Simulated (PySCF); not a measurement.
Cl₃Sb, singlet, at a GFN2-xTB geometry (core potentials on Sb), with bond 2-1 at 1.3 times its length. Base run: PySCF with SVWN5/def2-SV(P).

PySCF was given this input:
```python
from pyscf import gto, scf, dft

mol = gto.M(
    atom='''
Sb    0.004843   -0.000785    0.619287
Cl   -2.289709   -1.255027   -0.974605
Cl    0.035972    2.004188   -0.617068
Cl    1.709696   -1.036248   -0.634009
''',
    basis='def2-sv(p)',
    ecp={'Sb': 'def2-sv(p)'},
    charge=0,
    spin=0,
    verbose=4,
)

mf = dft.RKS(mol)
mf.xc = 'lda,vwn'
mf.kernel()
```

Variants of this job, named by their change:

| change | ΔE vs base (mEh) | SCF cycles | outcome |
|---|---|---|---|
| base | 0.000 | 18 | converged |
| DIIS = EDIIS | - | 50 | not converged |
| diis_space = 12 | 0.000 | 18 | converged |
| conv_tol = 1e-4 | 0.047 | 13 | converged |
| init_guess = huckel | 0.000 | 15 | converged |
| level_shift = 1.0 (with mf.max_cycle = 100) | 0.000 | 72 | converged |
| conv_tol_grad = 1e-7 | 0.000 | 20 | converged |
| init_guess = atom | 0.000 | 13 | converged |
| diis_space = 4 | 0.000 | 20 | converged |
| conv_tol = 1e-12 | 0.000 | 33 | converged |
| diis = off; damp = 0.3 (with mf.diis_start_cycle = 200; with mf.max_cycle = 150) | - | 150 | not converged |
| DIIS = ADIIS | 0.000 | 28 | converged |
| conv_tol = 1e-11 | 0.000 | 19 | converged |
